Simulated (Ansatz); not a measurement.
Consider the isomerisation: `CB1[CH2][GeH2][NH]1` → `B[N]([GeH3])C=C`.

Isolated molecules relaxed with PBE0-D4/def2-TZVP in Ansatz; ΔE leaves out vibrations. CBS: MP2 limit from def2 TZ/QZ plus the TZ coupled-cluster correction, frozen cores. Functionals use def2-TZVPP. B3LYP here is the variant with VWN-RPA as its local correlation; programs differ in this. For Ge outer-core shells are correlated without core-valence functions, which leaves a few kJ/mol of doubt a bond. Scalar relativity is left out up to krypton. One conformer a species, not always the lowest.

```json
{"level": "PBE-D4", "ΔE (kJ/mol)": "138.1", "difference from CCSD(T)/CBS": "3.1"}
{"level": "r2SCAN-D4", "ΔE (kJ/mol)": "139.7", "difference from CCSD(T)/CBS": "4.7"}
{"level": "B3LYP-D4", "ΔE (kJ/mol)": "118.1", "difference from CCSD(T)/CBS": "-16.9"}
{"level": "ωB97X-V", "ΔE (kJ/mol)": "138.6", "difference from CCSD(T)/CBS": "3.6"}
{"level": "r2SCAN", "ΔE (kJ/mol)": "140.1", "difference from CCSD(T)/CBS": "5.1"}
{"level": "PBE0", "ΔE (kJ/mol)": "148.7", "difference from CCSD(T)/CBS": "13.7"}
{"level": "B3LYP", "ΔE (kJ/mol)": "120.7", "difference from CCSD(T)/CBS": "-14.3"}
{"level": "HF/def2-TZVPP", "ΔE (kJ/mol)": "111.0", "difference from CCSD(T)/CBS": "-24.0"}
{"level": "MP2/def2-TZVPP", "ΔE (kJ/mol)": "143.7", "difference from CCSD(T)/CBS": "8.7"}
{"level": "SCS-MP2/def2-TZVPP", "ΔE (kJ/mol)": "131.6", "difference from CCSD(T)/CBS": "-3.4"}
{"level": "CCSD/def2-TZVPP", "ΔE (kJ/mol)": "133.7", "difference from CCSD(T)/CBS": "-1.3"}
{"level": "HF/def2-QZVPP", "ΔE (kJ/mol)": "109.9", "difference from CCSD(T)/CBS": "-25.1"}
{"level": "MP2/def2-QZVPP", "ΔE (kJ/mol)": "144.6", "difference from CCSD(T)/CBS": "9.6"}
{"level": "SCS-MP2/def2-QZVPP", "ΔE (kJ/mol)": "132.8", "difference from CCSD(T)/CBS": "-2.2"}
{"level": "MP2/CBS(def2)", "ΔE (kJ/mol)": "146.0", "difference from CCSD(T)/CBS": "11.0"}
{"level": "CCSD/CBS(def2)", "ΔE (kJ/mol)": "136.0", "difference from CCSD(T)/CBS": "1.0"}
{"level": "CCSD(T)/CBS", "ΔE (kJ/mol)": "135.0", "difference from CCSD(T)/CBS": "0"}
```

Largest T1 diagnostic among the species: 0.013.

In def2-TZVPP, CCSD(T) changes the Hartree–Fock value by +21.6 kJ/mol (the triples alone add −1.1 kJ/mol) and MP2 by +32.6 kJ/mol. From PBE to PBE0 (25 % exact exchange), in def2-TZVPP and without D4, ΔE moves by +8.9 kJ/mol.
